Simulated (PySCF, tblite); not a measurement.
Isomers of C3H9F3OSi2, one GFN2-xTB conformer each. Single-point energies are computed at PBE0/pcSseg-1 (PySCF, gas phase, no added dispersion term), electronic only.

```json
{"SMILES": "C[SiH](C)O[SiH2]C(F)(F)F", "GFN2-xTB relative energy (kJ/mol)": "0.0"}
{"SMILES": "FC(F)O[C@@H]([SiH3])[C@@H](F)[SiH3]", "GFN2-xTB relative energy (kJ/mol)": "276.0"}
{"SMILES": "FC(F)O[C@@H]([SiH3])[C@H](F)[SiH3]", "GFN2-xTB relative energy (kJ/mol)": "267.8"}
{"SMILES": "CC([SiH3])([SiH3])OC(F)(F)F", "GFN2-xTB relative energy (kJ/mol)": "224.0"}
{"SMILES": "FC(F)(F)COC([SiH3])[SiH3]", "GFN2-xTB relative energy (kJ/mol)": "303.5"}
{"SMILES": "C[Si@@H](CO[SiH3])C(F)(F)F", "GFN2-xTB relative energy (kJ/mol)": "166.1"}
{"SMILES": "FC(F)(F)C[C@H]([SiH3])O[SiH3]", "GFN2-xTB relative energy (kJ/mol)": "100.2"}
{"SMILES": "CO[C@@H](F)[SiH2][SiH2]C(F)F", "GFN2-xTB relative energy (kJ/mol)": "338.1"}
```

Conformers: `[CH3:1][SiH:2]([CH3:3])[O:4][SiH2:5][C:6]([F:7])([F:8])[F:9]` with C1–Si2–O4–Si5 94°, Si2–O4–Si5–C6 25°; `[F:1][CH:2]([F:3])[O:4][C@@H:5]([SiH3:6])[C@@H:7]([F:8])[SiH3:9]` with F1–C2–O4–C5 167°, C2–O4–C5–Si6 149°, O4–C5–C7–F8 70°; `[F:1][CH:2]([F:3])[O:4][C@@H:5]([SiH3:6])[C@H:7]([F:8])[SiH3:9]` with F1–C2–O4–C5 -82°, C2–O4–C5–Si6 151°, O4–C5–C7–F8 89°; `[CH3:1][C:2]([SiH3:3])([SiH3:4])[O:5][C:6]([F:7])([F:8])[F:9]` with C1–C2–O5–C6 85°; `[F:1][C:2]([F:3])([F:4])[CH2:5][O:6][CH:7]([SiH3:8])[SiH3:9]` with C2–C5–O6–C7 -82°, C5–O6–C7–Si8 -104°; `[CH3:1][Si@@H:2]([CH2:3][O:4][SiH3:5])[C:6]([F:7])([F:8])[F:9]` with C1–Si2–C3–O4 -63°, Si2–C3–O4–Si5 -177°; `[F:1][C:2]([F:3])([F:4])[CH2:5][C@H:6]([SiH3:7])[O:8][SiH3:9]` with C2–C5–C6–Si7 -176°, C5–C6–O8–Si9 -120°; `[CH3:1][O:2][C@@H:3]([F:4])[SiH2:5][SiH2:6][CH:7]([F:8])[F:9]` with C1–O2–C3–F4 65°, O2–C3–Si5–Si6 -33°, C3–Si5–Si6–C7 -167°, Si5–Si6–C7–F8 -156°.

Task: What does PBE0/pcSseg-1 give for the same structures?

Result: 
| SMILES | PBE0/pcSseg-1 E (Eh) | PBE0/pcSseg-1 (kJ/mol) | GFN2-xTB (kJ/mol) | point group |
| --- | --- | --- | --- | --- |
| C[SiH](C)O[SiH2]C(F)(F)F | -1072.76855 | 0.0 | 0.0 | C1 |
| C[Si@@H](CO[SiH3])C(F)(F)F | -1072.68884 | 209.3 | 166.1 | C1 |
| FC(F)(F)C[C@H]([SiH3])O[SiH3] | -1072.67865 | 236.0 | 100.2 | C1 |
| CC([SiH3])([SiH3])OC(F)(F)F | -1072.64754 | 317.7 | 224.0 | C1 |
| FC(F)(F)COC([SiH3])[SiH3] | -1072.63370 | 354.1 | 303.5 | C1 |
| FC(F)O[C@@H]([SiH3])[C@@H](F)[SiH3] | -1072.62663 | 372.6 | 276.0 | C1 |
| FC(F)O[C@@H]([SiH3])[C@H](F)[SiH3] | -1072.62620 | 373.7 | 267.8 | C1 |
| CO[C@@H](F)[SiH2][SiH2]C(F)F | -1072.62081 | 387.9 | 338.1 | C1 |

Both levels put the same isomer lowest; measured from each level's own lowest isomer, the values differ by up to 135.8 kJ/mol (FC(F)(F)C[C@H]([SiH3])O[SiH3]: 100.2 against 236.0). As drawn, the lowest has an Si–O bond, which the highest lacks; the highest has an Si–Si bond, which the lowest lacks. Neighbours under 10 kJ/mol apart (FC(F)O[C@@H]([SiH3])[C@@H](F)[SiH3] and FC(F)O[C@@H]([SiH3])[C@H](F)[SiH3]) can change places with a better method, another conformer or zero-point energy. FC(F)O[C@@H]([SiH3])[C@@H](F)[SiH3] and FC(F)O[C@@H]([SiH3])[C@H](F)[SiH3] are stereoisomers, 1.1 kJ/mol apart in the conformers taken.

Task: Which frontier levels, dipoles and rotational constants go with these structures?

Result: 
```csv
SMILES,"HOMO (eV, PBE0/pcSseg-1)",LUMO (eV),dipole (D),"A, B, C (MHz)"
C[SiH](C)O[SiH2]C(F)(F)F,-8.54,0.19,2.48,"1954, 661.2, 588.6"
C[Si@@H](CO[SiH3])C(F)(F)F,-8.42,-0.08,2.45,"2302, 490.5, 449.0"
FC(F)(F)C[C@H]([SiH3])O[SiH3],-7.84,0.10,2.06,"1384, 815.5, 581.3"
CC([SiH3])([SiH3])OC(F)(F)F,-8.57,0.11,2.80,"1607, 858.8, 757.6"
FC(F)(F)COC([SiH3])[SiH3],-7.52,0.31,1.82,"1785, 654.7, 547.6"
FC(F)O[C@@H]([SiH3])[C@@H](F)[SiH3],-8.50,0.01,3.61,"1569, 679.5, 530.9"
FC(F)O[C@@H]([SiH3])[C@H](F)[SiH3],-8.70,0.21,2.88,"1138, 897.9, 674.4"
CO[C@@H](F)[SiH2][SiH2]C(F)F,-8.06,-0.41,3.20,"2178, 519.9, 465.3"
```

Task: What happens when harmonic zero-point energies from GFN2-xTB frequencies are added?

Result: 
| SMILES | ZPE (kJ/mol) | electronic (kJ/mol) | with ZPE (kJ/mol) |
| --- | --- | --- | --- |
| C[SiH](C)O[SiH2]C(F)(F)F | 303.6 | 0.0 | 0.0 |
| C[Si@@H](CO[SiH3])C(F)(F)F | 296.2 | 209.3 | 201.8 |
| FC(F)(F)C[C@H]([SiH3])O[SiH3] | 290.4 | 236.0 | 222.8 |
| CC([SiH3])([SiH3])OC(F)(F)F | 288.9 | 317.7 | 303.0 |
| FC(F)(F)COC([SiH3])[SiH3] | 286.9 | 354.1 | 337.3 |
| FC(F)O[C@@H]([SiH3])[C@@H](F)[SiH3] | 288.6 | 372.6 | 357.6 |
| FC(F)O[C@@H]([SiH3])[C@H](F)[SiH3] | 289.5 | 373.7 | 359.6 |
| CO[C@@H](F)[SiH2][SiH2]C(F)F | 298.1 | 387.9 | 382.4 |

The zero-point energies span 16.7 kJ/mol. The order is unchanged.
